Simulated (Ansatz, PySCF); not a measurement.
Caution: the highest occupied level lies above zero, so the state may not be bound. This singlet lies 0.93 eV below the relaxed triplet at the level frozen-core CCSD(T)/aug-cc-pVTZ // B3LYP-D3(BJ)/def2-TZVPD (Ansatz, an electronic-structure program).

B3LYP has the VWN-RPA correlation part, as in Gaussian. 

## H2BFN, SMILES `F[B-]N` (lower singlet) (charge -1, multiplicity 1)

All values below come from B3LYP-D3(BJ)/def2-TZVPD (PySCF 2.14.0).

The HOMO is 1.06 eV and the total energy comes out as -180.7782 Ha. The cost comes out as very roughly 16 core-seconds.

Bond lengths (Å): N1–B2 1.430, N1–H4 1.024, N1–H5 1.003, B2–F3 1.394. Angles (°): B2–N1–H4 123.0, B2–N1–H5 122.0, H4–N1–H5 115.0, N1–B2–F3 109.1.
Charge -1, spin multiplicity 1.
